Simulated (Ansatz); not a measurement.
Calculation: frozen-core CCSD(T)/def2-TZVPP // B3LYP-D3(BJ)/def2-TZVP (Ansatz, a quantum-chemistry and plane-wave program).

Ansatz 0.2 input:
```yaml
crystal:
  periodic: [false, false, false]
  atoms:
    - { symbol: O, position_ang: [-1.166738, -0.358062, 0.002765] }
    - { symbol: In, position_ang: [0.552922, 0.716497, 0.031026] }
    - { symbol: Cl, position_ang: [2.574063, -0.54832, -0.085693] }
    - { symbol: H, position_ang: [-1.960247, 0.189885, 0.051902] }
basis:
  gaussian: { orbitals: def2-TZVPP }
correlation:
  method: ccsd_t
magnetization:
  spin_polarized: true
  initial_magnetization: 1
```

Output:

```
Functional definition: HF
1017 factors; integrals over basis functions are off by at most 1.0e-3 eV
mean field evaluation 1: about -19704.0141 eV, gradient 3.1e1 eV
mean field evaluation 2: about -19704.0186 eV, gradient 3.1e1 eV
mean field evaluation 4: about -19708.0594 eV, gradient 2.6e0 eV
mean field evaluation 8: about -19708.1910 eV, gradient 2.2e-1 eV
mean field evaluation 16: about -19705.4509 eV, gradient 2.8e1 eV
mean field evaluation 32: about -19708.1203 eV, gradient 2.4e0 eV
mean field evaluation 64: about -19703.0867 eV, gradient 7.7e-2 eV
mean field evaluation 96: about -19704.4336 eV, gradient 2.8e0 eV
mean field evaluation 128: about -19702.0106 eV, gradient 1.4e-1 eV
mean field evaluation 160: about -19705.8302 eV, gradient 2.0e-1 eV
mean field evaluation 192: about -19704.6164 eV, gradient 1.5e-2 eV
mean field evaluation 224: about -19704.6033 eV, gradient 4.1e-3 eV
mean field evaluation 256: about -19703.0861 eV, gradient 9.8e-2 eV
mean field -19708.19261393 eV, -724.2627198691 hartree, gradient 1.9e-6 eV, S^2 0.765864; 3 other end points of the search recorded, 0 dependent functions left out
determinant -19708.19261393 eV, -724.2627198691 hartree, with singles and doubles -19727.37115182 eV, -724.9675181369 hartree
determinant -19705.82975523 eV, -724.1758864135 hartree, with singles and doubles -19724.46719562 eV, -724.8607997149 hartree
10 core orbitals not correlated
reference -19708.19261393 eV, -724.2627198691 hartree; 14, 13 occupied and 113, 114 virtual orbitals, 1017 factors
second order -18.85559678 eV of doubles, -0.00000000 eV of singles
cycle   1  -19.11530981 eV  change   -8.4e-1 eV  update   2.6e-2
cycle   2  -19.15048984 eV  change   -3.5e-2 eV  update   7.3e-3
cycle   3  -19.15226403 eV  change   -1.8e-3 eV  update   4.7e-3
cycle   4  -19.15406206 eV  change   -1.8e-3 eV  update   2.0e-3
cycle   5  -19.15493871 eV  change   -8.8e-4 eV  update   1.0e-3
cycle   6  -19.15555431 eV  change   -6.2e-4 eV  update   4.3e-4
cycle   7  -19.15561484 eV  change   -6.1e-5 eV  update   2.0e-4
cycle   8  -19.15568221 eV  change   -6.7e-5 eV  update   9.1e-5
cycle   9  -19.15566412 eV  change    1.8e-5 eV  update   4.6e-5
cycle  10  -19.15565438 eV  change    9.7e-6 eV  update   2.2e-5
perturbative correction -0.71609655 eV, -0.0263160629 hartree
Total energy: -19728.06436486 eV, -724.9929932462 hartree
```

Cost: very roughly 110 core-seconds.
